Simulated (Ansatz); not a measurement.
Abridged output of a molecular run in Ansatz:

```
Functional definition: HF
3572 factors; integrals over basis functions are off by at most 1.0e-3 eV
mean field evaluation 1: about -47306.0066 eV, gradient 9.5e1 eV
mean field evaluation 2: about -47306.6291 eV, gradient 9.6e1 eV
mean field evaluation 4: about -47322.3829 eV, gradient 1.3e1 eV
mean field evaluation 8: about -47322.8020 eV, gradient 1.4e0 eV
mean field evaluation 16: about -47322.8077 eV, gradient 1.9e-6 eV
mean field -47322.80770128 eV, -1739.0811064709 hartree, gradient 1.9e-6 eV, S^2 0.000000; 0 other end points of the search recorded, 0 dependent functions left out
18 core orbitals not correlated: weight in the atoms' cores, before any rotation towards them, 1.000 or more for the frozen orbitals, at most 0.000 for the correlated occupied ones
reference -47322.80770128 eV, -1739.0811064709 hartree; 45, 45 occupied and 488, 488 virtual orbitals, 3572 factors
second order -85.88099843 eV of doubles, -0.00000000 eV of singles
cycle   1  -83.24131239 eV  change     2.6e0 eV  update   3.0e-1
cycle   2  -85.51811961 eV  change    -2.3e0 eV  update   1.7e-1
cycle   3  -86.16927412 eV  change   -6.5e-1 eV  update   7.2e-2
cycle   4  -86.27410668 eV  change   -1.0e-1 eV  update   2.9e-2
cycle   5  -86.20067994 eV  change    7.3e-2 eV  update   1.0e-2
cycle   6  -86.19144916 eV  change    9.2e-3 eV  update   4.6e-3
cycle   7  -86.19783952 eV  change   -6.4e-3 eV  update   2.2e-3
cycle   8  -86.19820984 eV  change   -3.7e-4 eV  update   8.3e-4
cycle   9  -86.19750651 eV  change    7.0e-4 eV  update   4.8e-4
cycle  10  -86.19845043 eV  change   -9.4e-4 eV  update   2.1e-4
cycle  11  -86.19821799 eV  change    2.3e-4 eV  update   1.0e-4
cycle  12  -86.19791717 eV  change    3.0e-4 eV  update   5.1e-5
cycle  13  -86.19803022 eV  change   -1.1e-4 eV  update   2.0e-5
cycle  14  -86.19796638 eV  change    6.4e-5 eV  update   1.0e-5
perturbative correction -3.82965715 eV, -0.1407373044 hartree
Total energy: -47412.83532480 eV, -1742.3895606125 hartree
```

Its atoms:

```xyz
20

C     0.586    1.422   -2.494
C     0.306    0.655   -1.245
C    -0.898    0.856   -0.538
C    -1.143    0.141    0.606
C    -2.445    0.367    1.382
F    -3.224    1.286    0.811
F    -2.175    0.770    2.622
F    -3.137   -0.769    1.457
O    -0.399   -0.733    1.142
Ti    1.396   -1.524    0.676
O     2.974   -0.734    1.014
O     1.183   -2.456    2.181
F     1.503   -2.781   -0.559
O     1.180   -0.159   -0.865
H    -0.226    2.098   -2.757
H     1.509    1.992   -2.365
H     0.757    0.717   -3.311
H    -1.623    1.570   -0.894
H     3.419   -0.224    0.331
H     0.457   -2.495    2.806
```

(1) Which basis set was used?
A. def2-SVPD
B. cc-pV(D+d)Z
C. def2-TZVPP
D. cc-pV(Q+d)Z

(2) Write the keys of the input that set method, charge and spin (a neutral closed shell needs none for the last two).

Results:

(1) C. It gives 551 functions.

(2) 
```yaml
correlation: {method: ccsd_t}
```
